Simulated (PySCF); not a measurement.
## `C[Se]C(Cl)=C=CCl`, C4H4Cl2Se

Geometry:
```tsv
atom	x (Å)	y (Å)	z (Å)
C1	-1.580	-0.588	-0.180
Se2	-1.748	1.016	0.891
C3	0.089	1.497	0.886
Cl4	0.411	2.892	1.867
C5	1.035	0.867	0.236
C6	1.941	0.183	-0.412
Cl7	2.766	-1.187	0.272
H8	-1.227	-0.338	-1.189
H9	-0.888	-1.292	0.302
H10	-2.584	-1.029	-0.236
H11	2.259	0.408	-1.435
```

Theory: PySCF, TDDFT CAM-B3LYP/aug-cc-pVDZ circular dichroism and optical rotation, one conformer, gas phase. Geometry: PBE0-D3(BJ)/def2-SVP.

The calculation is non-relativistic, which matters for the atoms heavier than Zn. No stereocentre is labelled: unless the shape is locked (an allene, a helicene, a hindered biaryl), the mirror image is equally populated and a measured rotation or CD is zero. Singlets 10 and 11 lie within 0.01 eV of each other, so their separate moments and overlaps can depend on how they mix.

Problem. Give the optical rotatory dispersion at 633, 589.3, 546, 436, 405, 365, 355 nm.

Solution. [α] in deg dm⁻¹ (g/mL)⁻¹:
| λ (nm) | origin-invariant length gauge | modified velocity gauge | length gauge (centre of mass) | isotropic polarisability (au) |
| --- | --- | --- | --- | --- |
| 633 | -310.4 | -314.5 | -308.7 | 117.6 |
| 589.3 | -368.9 | -373.6 | -366.8 | 118.4 |
| 546 | -446.1 | -451.7 | -443.5 | 119.5 |
| 436 | -818.9 | -827.7 | -813.5 | 124.1 |
| 405 | -1020.4 | -1030.5 | -1013.4 | 126.4 |
| 365 | -1422.2 | -1434.1 | -1411.3 | 130.8 |
| 355 | -1559.3 | -1571.6 | -1547.0 | 132.3 |

The shortest wavelength is close to the first absorption, where this undamped response comes out too large.

Problem. And for the mirror image at 589.3 nm?

Solution. +368.9 deg dm⁻¹ (g/mL)⁻¹ (origin-invariant length gauge): the same size and the opposite sign.

Problem. What is the molar rotation [Φ] = [α]·M/100 of the geometry above at 589.3 nm?

Solution. With M = 201.95 g/mol, -745.1 deg cm² dmol⁻¹ (origin-invariant length gauge).

The first excitation lies at 4.04 eV (307 nm) with R = +1.3 × 10⁻⁴⁰ esu² cm² (velocity form).
